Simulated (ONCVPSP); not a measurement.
Scattering properties, ONCV potential for Ce (Z = 58)

cerium (Ce), optimised norm-conserving Vanderbilt (ONCV), made with ONCVPSP 4.0.1 (PW91, fully relativistic). Core [Kr] 4d10, reference 4f0.5 5s2 5p6 5d1.5 6s2. Waves: 5s+6s: rc 2.40 bohr, ncon 4, nbas 9, qcut 6.2 1/bohr, 2 projectors; 5p: rc 1.85 bohr, ncon 4, nbas 7, qcut 3.6 1/bohr, 2 projectors, debl 1.1 Ha; 5d: rc 3.55 bohr, ncon 3, nbas 7, qcut 4.1 1/bohr, 3 projectors, debl 3.7 Ha; 4f: rc 1.35 bohr, ncon 3, nbas 8, qcut 12 1/bohr, 2 projectors, debl 1.8 Ha. Local part: polynomial inside 1.00 bohr (lpopt 3, dvloc0 0 Ha). Core correction: none.

Open shells are filled in proportion to 2j + 1.

The phase is arctan(r·R′/R) of the radial function R(r), unwrapped; energies in Ha, scanned from -3 to 5 Ha. A pole is an energy at which the radial function vanishes at the test radius. The pseudo phase is shifted by a multiple of π to meet the all-electron one at the reference energy, and phase errors are pseudo minus all-electron; the curves can meet again beyond the range given. Levels narrower than the energy grid can be missing from the lists of poles.

```json
{"channel": "s", "radius (bohr)": "2.43", "reference energy (Ha)": "-0.14", "poles, all-electron": "-1.34, 3.17", "poles, pseudo": "-1.34, 3.12", "unbroken range about the reference energy with phases within 0.05 rad": "below 4.7", "phase error 1 Ha above the reference energy (rad)": "-0.001"}
{"channel": "p3/2", "radius (bohr)": "1.88", "reference energy (Ha)": "-0.87", "poles, all-electron": "0.76", "poles, pseudo": "0.76, 2.23", "unbroken range about the reference energy with phases within 0.05 rad": "below 2.1", "phase error 1 Ha above the reference energy (rad)": "-0.000"}
{"channel": "p1/2", "radius (bohr)": "1.88", "reference energy (Ha)": "-0.98", "poles, all-electron": "0.46", "poles, pseudo": "0.46, 2.84", "unbroken range about the reference energy with phases within 0.05 rad": "below 2.4", "phase error 1 Ha above the reference energy (rad)": "-0.000"}
{"channel": "d5/2", "radius (bohr)": "3.61", "reference energy (Ha)": "-0.13", "poles, all-electron": "0.04, 1.80, 4.59", "poles, pseudo": "0.16, 4.26", "unbroken range about the reference energy with phases within 0.05 rad": "-0.2 to 0.0", "phase error 1 Ha above the reference energy (rad)": "+2.472"}
{"channel": "d3/2", "radius (bohr)": "3.61", "reference energy (Ha)": "-0.14", "poles, all-electron": "0.03, 1.77, 4.55", "poles, pseudo": "0.13, 4.24", "unbroken range about the reference energy with phases within 0.05 rad": "-0.2 to 0.0", "phase error 1 Ha above the reference energy (rad)": "+2.492"}
{"channel": "f7/2", "radius (bohr)": "1.37", "reference energy (Ha)": "-0.30", "poles, all-electron": "0.58", "poles, pseudo": "0.58", "unbroken range about the reference energy with phases within 0.05 rad": "the whole range", "phase error 1 Ha above the reference energy (rad)": "+0.000"}
{"channel": "f5/2", "radius (bohr)": "1.37", "reference energy (Ha)": "-0.31", "poles, all-electron": "0.56", "poles, pseudo": "0.56", "unbroken range about the reference energy with phases within 0.05 rad": "the whole range", "phase error 1 Ha above the reference energy (rad)": "+0.000"}
```

Note: ghosts flagged at negative energy: s at -149.7 eV, d3/2 at -520.4 eV; GHOST(+) flagged for p3/2 at 59.3 eV, p1/2 at 77.5 eV, d5/2 at 208.1 eV, d3/2 at 208.8 eV. A true bound ghost makes a file unfit for plane-wave use.

Phases in the p3/2 channel:

| E (Ha) | all-electron | pseudo |
| --- | --- | --- |
| -2.98 | 1.123 | 1.121 |
| -2.54 | 0.993 | 0.992 |
| -2.10 | 0.729 | 0.728 |
| -1.66 | 0.107 | 0.106 |
| -1.22 | -0.742 | -0.742 |
| -0.78 | -1.171 | -1.171 |
| -0.34 | -1.364 | -1.364 |
| 0.10 | -1.470 | -1.470 |
| 0.54 | -1.542 | -1.542 |
| 0.98 | -1.597 | -1.597 |
| 1.42 | -1.647 | -1.648 |
| 1.86 | -1.697 | -1.706 |
| 2.30 | -1.755 | -4.829 |
| 2.74 | -1.833 | -4.941 |
| 3.18 | -1.957 | -5.050 |
| 3.62 | -2.200 | -5.240 |
| 4.06 | -2.798 | -5.675 |
| 4.50 | -3.719 | -6.570 |
| 4.94 | -4.181 | -7.202 |
